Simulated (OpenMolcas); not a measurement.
**Ionisation energies of samarium**

```json
{"Program": "OpenMolcas 26.06", "Basis": "ANO-RCC-VTZP [8s7p5d3f2g1h]", "Scalar Hamiltonian": "DKH2, point nucleus", "Spin-orbit coupling": "state interaction with AMFI integrals over the reference wave functions, term energies averaged over their components"}
```

Active shells in each charge state: the valence f shell, with orbitals averaged over the low states. Where CASPT2's correlated closed shells are named, they are those of the first ion.

A. CASSCF
B. SS-CASPT2, IPEA 0.25 Eh, imaginary shift 0.1 Eh (closed shells correlated: 5s 5p)
C. SS-CASPT2, IPEA 0 Eh, imaginary shift 0.1 Eh (closed shells correlated: 5s 5p)
D. SS-CASPT2, IPEA 0.25 Eh, imaginary shift 0.1 Eh (closed shells correlated: 4d 5s 5p)

Energies in eV between the lowest computed levels, named as in B; reference values from the NIST Atomic Spectra Database with their kind.

```json
{"From": "Sm2+ 4f6 7F0", "To": "Sm3+ 4f5 6H* 5/2", "A": "21.000", "B": "23.865", "C": "24.072", "D": "23.910", "Spin-orbit share in B": "-0.078", "Reference": "23.550 (semi-empirical)"}
{"From": "Sm3+ 4f5 6H* 5/2", "To": "Sm4+ 4f4 5I4", "A": "39.361", "B": "41.493", "C": "41.607", "D": "41.534", "Spin-orbit share in B": "-0.132", "Reference": "41.640 (semi-empirical)"}
{"From": "Sm4+ 4f4 5I4", "To": "Sm5+ 4f3 4I* 9/2", "A": "61.342", "B": "62.828", "C": "62.894", "D": "62.798", "Spin-orbit share in B": "-0.149", "Reference": "62.700 (semi-empirical)"}
```

The lowest level within the active space need not be the ion's true ground level.

* marks odd parity.
